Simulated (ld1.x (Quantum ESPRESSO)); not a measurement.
## Al: one change to an RRKJ potential, before and after

| Quantity | Value |
| --- | --- |
| Element | Al |
| Generator | ld1.x (Quantum ESPRESSO) 7.5 |
| Type | norm-conserving RRKJ (Kleinman–Bylander form) |
| Functional | PBE |
| Relativity | non-relativistic |
| Frozen core | [Ne] |
| Valence charge | 3 |
| Reference configuration | 3s1 3p2 |
| Partial waves | 3p (bound): rc 2.90 bohr; 3d channel at 0.5 Ry: rc 3.05 bohr; 3s (bound): rc 1.55 bohr |
| Local potential | the s channel |
| Core correction | Bessel-smoothed model core, default radius (core density twice the valence density) |

Change: all radii but the core radius scaled by about 1.29 (s 2.00, p 3.74, d 3.94 bohr).

Cutoffs: the cutoffs (Ry, on a coarse ladder) from which the occupation-weighted sum of valence levels, in a spherical-Bessel basis at the reference potential, stays within 10 and 1 mRy of its value at 400 Ry; they do not see the model core or the augmentation charge, which bear on the density cutoff. Errors are all-electron minus pseudo energies relative to the spin-unpolarised reference configuration.

Problem. What does the change do?

Solution. The potential gets softer (12 Ry and 35 Ry → 8 Ry and 25 Ry); of the 7 tests that both files solve, the error grows in 0 and shrinks in 5 by more than 15 % and 0.3 meV (median size 6.2 → 1.7 meV); neither file shows a bound ghost. A larger radius leaves more room for a smooth pseudo-wave, so fewer plane waves are needed. That the errors move this way runs against the usual rule that smaller radii transfer better.

| quantity | base | changed |
| --- | --- | --- |
| cutoff, loose | 12 Ry | 8 Ry |
| cutoff, tight | 35 Ry | 25 Ry |
| loose cutoff by channel (10 mRy a level) | p 6 Ry, s 10 Ry | p 6 Ry, s 8 Ry |
| bound ghosts | none | none |
| error for 3s2 3p1, meV [ΔE -5.11 eV] | -5.2 | -1.7 |
| error for 3s2 3p0, meV [ΔE 0.66 eV] | -6.3 | +2.5 |
| error for 3s1 3p0, meV [ΔE 19.86 eV] | +27 | +26 |
| error for 3s1 3p1, meV [ΔE 6.44 eV] | +3.7 | +3.6 |
| error for 3s0 3p3, meV [ΔE 5.28 eV] | -6.2 | -1.3 |
| error for 3s2 3p1.3, meV [ΔE -5.68 eV] | -4.0 | -1.2 |
| error for 3s2 3p0.5, meV [ΔE -3.02 eV] | -6.9 | -1.5 |
